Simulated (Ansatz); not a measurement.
**Relative stability**

The two ends of one reaction step of SiH2OF2, closed shell (PBE0-D4/def2-TZVP).

A:

```
6
angstrom
Si -0.1418 0.1260 -0.3372
O 0.8756 -0.6945 0.6097
H 0.2454 -0.0874 -1.7314
F -1.6387 -0.3391 -0.1088
F -0.1217 1.6726 0.0044
H 0.7813 -0.6776 1.5633
```

B:

Si1  (-0.681, 0.834, -0.763)
O2  (0.946, -0.499, -0.231)
H3  (0.509, -1.332, -0.009)
F4  (-1.654, -0.389, -0.289)
F5  (-0.405, 1.526, 0.690)
H6  (1.285, -0.141, 0.601)
(Å)

Computed with Ansatz 0.2.0 (basis: def2-TZVPP); correlated methods freeze the cores. B3LYP uses VWN-RPA correlation.

(1) Which structure is lower at CCSD(T), and by how much? (To be estimated.)

T1 diagnostic: at most 0.013.

Results:

(1) Computed: A, by 53.77 kcal/mol (electronic energy, against the other). By their contacts, A is SiH₂OF₂ ([OH][SiH]([F])[F]) and B is a complex of SiF₂ + H₂O.

All methods give the same order:

```json
{"method": "SPW92", "E(B) − E(A) (kcal/mol)": "47.33"}
{"method": "PBE-D4", "E(B) − E(A) (kcal/mol)": "46.34"}
{"method": "BLYP-D4", "E(B) − E(A) (kcal/mol)": "46.30"}
{"method": "r2SCAN-D4", "E(B) − E(A) (kcal/mol)": "54.88"}
{"method": "B97M-V", "E(B) − E(A) (kcal/mol)": "52.69"}
{"method": "PBE0-D4", "E(B) − E(A) (kcal/mol)": "51.43"}
{"method": "B3LYP-D4", "E(B) − E(A) (kcal/mol)": "50.57"}
{"method": "r2SCAN0-D4", "E(B) − E(A) (kcal/mol)": "56.77"}
{"method": "BHLYP-D4", "E(B) − E(A) (kcal/mol)": "55.84"}
{"method": "CAM-B3LYP-D4", "E(B) − E(A) (kcal/mol)": "52.56"}
{"method": "wB97X-V", "E(B) − E(A) (kcal/mol)": "53.32"}
{"method": "wB97M-V", "E(B) − E(A) (kcal/mol)": "48.97"}
{"method": "B2PLYP", "E(B) − E(A) (kcal/mol)": "53.18"}
{"method": "PBE-QIDH", "E(B) − E(A) (kcal/mol)": "56.35"}
{"method": "RPA on PBE", "E(B) − E(A) (kcal/mol)": "51.41"}
{"method": "HF", "E(B) − E(A) (kcal/mol)": "61.70"}
{"method": "MP2", "E(B) − E(A) (kcal/mol)": "56.61"}
{"method": "CCSD", "E(B) − E(A) (kcal/mol)": "54.84"}
{"method": "CCSD(T)", "E(B) − E(A) (kcal/mol)": "53.77"}
```

Labels in which every atom is bracketed show which atoms are joined, not bond orders.

For scale, one of the runs: CCSD(T)/def2-TZVPP, 163 basis functions, launched by `ansatz run in.yaml --threads 2 --pin off --events-out ev --progress --plain --max-ram 4352MiB`. Hardware: 2 CPU threads of an Intel Xeon Platinum 8259CL, shared host. Wall time 28 s; peak host memory 1.4 GiB.
